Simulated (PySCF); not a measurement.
## How methods differ on the ionisation energy of Zr+

Zr+ [Kr] 4d2 5s1 (4F) → Zr(2+) [Kr] 4d2 (3F), as a difference of total energies. Calculation: PySCF 2.14, in def2-QZVPPD with the def2 core potential (28 electrons) (7s5p4d3f2g, 81 functions); a scalar-relativistic core potential. Correlated levels: valence and next inner shell: nothing frozen outside the core potential. The calculations carry no spin-orbit coupling.

| method | ionisation energy (eV) | difference from reference (eV) |
| --- | --- | --- |
| UHF | 12.297 | -0.833 |
| MP2 (valence and next inner shell) | 13.033 | -0.097 |
| SCS-MP2 (valence and next inner shell) | 12.808 | -0.322 |
| CCSD (valence and next inner shell) | 12.970 | -0.160 |
| CCSD(T) (valence and next inner shell) | 13.017 | -0.113 |

Reference: 13.13 eV (measured; NIST Atomic Spectra Database, ionization energies).

The reference lies between the lowest fine-structure levels, while these numbers refer to the centres of the terms.

Errors of the correlated levels include the incompleteness of this basis.
